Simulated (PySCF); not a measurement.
## Two-photon absorption: 2-tert-butylpyridine (CC(C)(C)c1ccccn1, C₉H₁₃N)

Cartesian coordinates in Å; atom numbers follow the order of the lines, from 1:
```xyz
23

C    -1.5325    0.9846   -1.2914
C    -1.3190   -0.0612   -0.1879
C    -1.8575   -1.4090   -0.6631
C    -2.0736    0.3650    1.0794
C     0.1728   -0.1609    0.1270
C     0.8879    0.9596    0.5812
C     2.2430    0.8370    0.8590
C     2.8584   -0.4008    0.6785
C     2.0700   -1.4537    0.2252
N     0.7711   -1.3389   -0.0419
H    -1.1981    1.9862   -0.9810
H    -2.6015    1.0546   -1.5475
H    -0.9813    0.7115   -2.2043
H    -1.7158   -2.1859    0.1008
H    -2.9325   -1.3221   -0.8855
H    -1.3355   -1.7498   -1.5677
H    -1.7491    1.3531    1.4399
H    -1.9175   -0.3601    1.8927
H    -3.1549    0.4224    0.8774
H     0.3856    1.9196    0.7155
H     2.8149    1.6984    1.2133
H     3.9208   -0.5468    0.8834
H     2.5107   -2.4455    0.0686
```

Computed, not measured: PySCF, TDDFT CAM-B3LYP/def2-SVPD excited states, vertical, gas phase. Geometry: PBE0-D3(BJ)/def2-SVP.

(1) Give the one- and two-photon strengths of the lowest singlets.

## Answers

(1) δ for parallel linear polarisation; σ at the peak of a Lorentzian of half width 0.1 eV, single beam; Ω is circular over linear.
| state | E (eV) | f | photon λ (nm) | δ (au) | σ (GM) | Ω | main |
| --- | --- | --- | --- | --- | --- | --- | --- |
| S1 | 5.06 | 0.003 | 490 | 0.66 | 0.01 | 1.50 | HOMO−1→LUMO 0.97 |
| S2 | 5.32 | 0.000 | 466 | <0.1 | 0.00 | – | HOMO−1→LUMO+1 0.98 |
| S3 | 5.52 | 0.066 | 449 | 2.79 | 0.03 | 1.18 | HOMO→LUMO 0.76, HOMO−2→LUMO+1 0.21 |
| S4 | 6.26 | 0.069 | 396 | 2.51 | 0.04 | 1.41 | HOMO→LUMO+1 0.78, HOMO−2→LUMO 0.18 |
| S5 | 7.11 | 0.000 | 349 | 39 | 0.72 | 1.50 | HOMO→LUMO+2 0.82, HOMO→LUMO+3 0.14 |
| S6 | 7.29 | 0.157 | 340 | 24.7 | 0.48 | 1.22 | HOMO−1→LUMO+2 0.62, HOMO−2→LUMO 0.12 |

Among these, the strongest one-photon state is S6, the strongest two-photon state S5, with a dipole change of 3.2 D (relaxed, norm of the difference vector).
